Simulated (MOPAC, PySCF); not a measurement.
CH4O2S2, SMILES `CS(=O)(=O)S` (O–S–S–H torsion 30°), neutral singlet in the gas phase. 

Cartesian coordinates (Å):
SMILES: CS(=O)(=O)S
```xyz
9

C     -1.1004    -0.2350    -0.1957
S      0.4018     0.6749     0.1311
O      0.4851     0.8989     1.5490
O      0.4812     1.7577    -0.8102
S      1.9421    -0.6673    -0.4372
H     -1.9168     0.4400     0.0607
H     -1.1266    -0.4942    -1.2504
H     -1.1199    -1.1200     0.4346
H      1.9386    -1.2954     0.7514
```
Charge 0, spin multiplicity 1.

All levels are single points at this geometry (B3LYP-D3(BJ)/def2-TZVP); Pople sets use spherical d functions. Orbital energies aren't observables, and empty levels follow the basis.

HF/6-31G* in PySCF gives gap (eV) = 13.83.

### Question
Estimate the gap (eV) from each of these levels: B3LYP-D3(BJ)/def2-TZVP in PySCF; PBE-D3(BJ)/def2-TZVP in PySCF; B3LYP/6-311+G** in PySCF; B3LYP/6-31G* in PySCF; B3LYP/LANL2DZ in PySCF; BP86/6-31G* in PySCF; PM3 in MOPAC; PM6 in MOPAC.

### Answer

```json
[
 {"level": "B3LYP-D3(BJ)/def2-TZVP in PySCF", "gap (eV)": "6.39"},
 {"level": "PBE-D3(BJ)/def2-TZVP in PySCF", "gap (eV)": "4.63"},
 {"level": "B3LYP/6-311+G** in PySCF", "gap (eV)": "6.19"},
 {"level": "B3LYP/6-31G* in PySCF", "gap (eV)": "6.34"},
 {"level": "B3LYP/LANL2DZ in PySCF", "gap (eV)": "5.89"},
 {"level": "BP86/6-31G* in PySCF", "gap (eV)": "4.57"},
 {"level": "PM3 in MOPAC", "gap (eV)": "8.40"},
 {"level": "PM6 in MOPAC", "gap (eV)": "9.22"}
]
```
